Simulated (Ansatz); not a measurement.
Species: SbI₂ (charge 0, doublet). It need not be the lowest isomer of its formula. 
Structure (B3LYP-D3(BJ)/def2-TZVP (Ansatz, an electronic-structure program) minimum search):
SMILES: [I][Sb][I]
```xyz
3

Sb    -0.6115    -0.4885     0.8728
I     -1.0121     1.8900    -0.4090
I      1.6006    -1.4200    -0.4309
```
Charge 0, spin multiplicity 2.

Computed values are from Ansatz. Correlated levels leave the core frozen unless marked. Open shells are spin-unrestricted. Spin-orbit coupling is left out. The frozen core is the preceding noble-gas configuration, with the filled d and f shells of earlier blocks. Past Kr the def2 sets carry scalar-relativistic core potentials. Basis-set limits of correlation are two-point, X^-3; Hartree-Fock from the larger set. The bracket is a focal-point correction in the basis named.

Problem. What is the total energy at RI-MP2/CBS(def2-TZVPPD,def2-QZVPPD)+[CCSD(T)-MP2]/def2-TZVPPD?

Solution. -833.1840 Eh.

Problem. What is the vertical ionisation energy (to the singlet) at RI-MP2/CBS(def2-TZVPPD,def2-QZVPPD)+[CCSD(T)-MP2]/def2-TZVPPD?

Solution. 7.94 eV.

Problem. What is the T1 diagnostic at CCSD/def2-TZVPPD?

Solution. 0.018.

Problem. What is the atomisation energy De at RI-MP2/CBS(def2-TZVPPD,def2-QZVPPD)+[CCSD(T)-MP2]/def2-TZVPPD?

Solution. 107.3 kcal/mol.

Problem. What is the dipole moment at CCSD(T)/def2-SVPD?

Solution. 1.69 D.
